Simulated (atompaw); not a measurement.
# Building the PAW (atompaw) potential for Ta (Z = 73) (PBE, scalar-relativistic).

Ta (Z = 73), PAW, made with atompaw 4.2.0.5 (PBE, scalar-relativistic). Core [Kr] 4d10, reference 4f14 5s2 5p6 5d3 6s0 6p0 (charge +2). Waves: 5s (bound): rc 1.70 bohr; 6s (bound, empty): rc 2.20 bohr; 5p (bound): rc 1.75 bohr; 6p (bound, empty): rc 1.80 bohr; 5d (bound): rc 2.20 bohr; 5d channel at 3.75 Ry: rc 2.20 bohr; 4f (bound): rc 1.05 bohr; 4f channel at -2.5 Ry: rc 1.05 bohr. Local part: troulliermartins scheme with l = 4 at -0.5 Ry, radius 2.20 bohr. Core correction: smooth core density matched at 2.00 bohr. Augmentation charge: sinc compensation charge, radius 1.65 bohr; PAW radius 2.20 bohr; waves and projectors: custom polynom2 7 10 vanderbiltortho.

Poles of the logarithmic derivatives, all-electron (AE) and pseudo (PS). s: poles at -6.4, 4.1 (AE) and -6.4, 3.4 (PS) Ry. p: poles at -3.6 (AE) and -3.6 (PS) Ry. d: poles at 0.1 (AE) and 0.1 (PS) Ry. f: poles at -2.9, 4.5 (AE) and -2.9, 4.6 (PS) Ry. Test radius 2.20 bohr.

- Lowest eigenvalue of the overlap operator: 0.49 (s channel)
- Overlap eigenvalues printed by atompaw (projector basis): 0.369, 1.39, 1.93, 27.5, 33.8, 63.7, 141, 3.82e+03
- Share of each valence orbital outside the PAW sphere: 5s 1 %, 6s 78 %, 5p 4 %, 6p 91 %, 5d 33 %, 4f 0 %

A Bessel basis up to 400 Ry misses an occupied level by 2.44 Ry, so cutoffs and ghosts were not judged.
